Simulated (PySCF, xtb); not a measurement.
chlorocyclobutane (C₄H₇Cl), SMILES ClC1CCC1.

GFN2-xTB in xtb at its own geometry gives an orbital gap of 6.95 eV and a dipole moment of 2.36 D.

Geometry: r2SCAN-D4/def2-SVP.

Question: What does PySCF with PBE/def2-TZVP give? (The exact figures need the calculation; the answer reports its results.)

Answer: gap 6.43 eV (levels -6.73 and -0.30 eV), dipole 2.17 D.
